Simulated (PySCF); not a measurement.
KRb at RHF-CCSD(T)

Level: RHF-CCSD(T). basis K def2-SVPD, Rb def2-SVPD with ECP28; scalar-relativistic core potentials; PySCF 2.14.

| Property | Result |
| --- | --- |
| state | ¹Σ⁺ (singlet), closed shell |
| bond length | 4.165 Å |
| harmonic wavenumber | 70.4 cm⁻¹ |
| force constant | 0.0780 mdyn/Å |
| rotational constant Be | 0.03639 cm⁻¹ |
| anharmonicity ωexe | 0.230 cm⁻¹ |
| vibration–rotation constant αe | 0.000144 cm⁻¹ |
| well depth De to K + Rb | 0.46 eV |
| dissociation energy D0 | 0.45 eV |

Correlated steps freeze 5 core orbitals. Correlated levels converge slowly with the basis: in double zeta they bind strong bonds too weakly, by up to about 1 eV, and carry superposition errors of some tenths. Where the molecule has an RHF reference, its open-shell atoms are computed with UHF.
